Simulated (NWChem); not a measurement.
Species: CHOS cation; SMILES [OH+]=C=S

Program: NWChem. The level has its own optimisation; frequencies are unscaled.

### Question
What does the run give for PBE0-D3(BJ)/def2-TZVP? Quantities: r C–O (Å); r H–O (Å); r C–S (Å); highest harmonic frequency (cm⁻¹); lowest (cm⁻¹); zero-point energy (kcal/mol).

### Answer
```
Item                               Result
---------------------------------  ------
r C–O (Å)                           1.227
r H–O (Å)                           0.981
r C–S (Å)                           1.494
highest harmonic frequency (cm⁻¹)    3607
lowest (cm⁻¹)                         451
zero-point energy (kcal/mol)         12.1
```
